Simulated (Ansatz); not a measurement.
A nudged elastic band was laid between two geometries of AlH4NOSi (8 atoms, charge 0, multiplicity 1).

These are results of Ansatz, RKS PBE0/def2-SVP, not measurements.

```yaml
movable_images: 7
climbing_image: yes
spring: 5.0 eV/Å²
optimiser: quadratic models (default)
start_path: IDPP
force_threshold: 0.03 eV/Å
iteration_limit: 60
end_points: relaxed
```

Image 0:

```xyz
8
Properties=species:S:1:pos:R:3
O -0.618 2.931 0.241
Si -0.338 1.534 -0.317
N -0.008 0.122 0.580
Al 0.336 -1.569 0.032
H -0.305 1.170 -1.757
H -0.013 0.291 1.588
H 0.344 -1.834 -1.527
H 0.602 -2.646 1.160
```

Image 8:

```xyz
8
Properties=species:S:1:pos:R:3
O -0.608 2.935 0.241
Si -0.329 1.536 -0.315
N -0.012 0.121 0.581
Al 0.329 -1.569 0.030
H -0.287 1.172 -1.755
H -0.022 0.287 1.589
H 0.580 -2.651 1.156
H 0.349 -1.830 -1.529
```

(1) What changes between the two ends?

(2) Give the energies along the band, and the barrier.

(3) What is the geometry of the highest image?

(4) What are the harmonic wavenumbers there?

Answers

(1) No bond is made or broken. The dihedral Si2–N3–Al4–H7 goes from 0 to -180°. The two ends are copies of one structure, up to a mirror image or an exchange of like atoms.

(2) The run converged. The highest image is number 4 of 0 to 8, 0.31 eV above the ends, which have the same energy within 2 meV. A vibrational analysis at the climbing image gives one clearly imaginary mode, 272i cm⁻¹: a first-order saddle point.

| image | path coordinate (Å) | energy (eV) | dihedral Si2–N3–Al4–H7 (°) |
| --- | --- | --- | --- |
| 0 | 0.00 | 0.00 | 0 |
| 1 | 0.62 | 0.04 | -22 |
| 2 | 1.24 | 0.14 | -46 |
| 3 | 1.86 | 0.26 | -69 |
| 4 | 2.48 | 0.31 | -90 |
| 5 | 3.10 | 0.26 | -111 |
| 6 | 3.72 | 0.14 | -134 |
| 7 | 4.34 | 0.04 | -158 |
| 8 | 4.96 | 0.00 | -180 |

(3) 
```xyz
8
Properties=species:S:1:pos:R:3
O 0.005 2.991 0.484
Si 0.294 1.585 -0.050
N -0.392 0.117 0.442
Al -0.108 -1.592 -0.151
H 1.265 1.266 -1.134
H -1.073 0.247 1.194
H -1.003 -2.148 -1.333
H 1.012 -2.465 0.549
```

(4) 272i, 97, 110, 306, 474, 579, 588, 613, 685, 813, 873, 942, 1091, 1272, 1961, 1969, 2244, 3561 cm⁻¹.

The run took 2.3 min on 1 thread of Intel(R) Xeon(R) Platinum 8375C CPU @ 2.90GHz (Ice Lake), with other jobs on the host, peak memory 0.18 GiB.
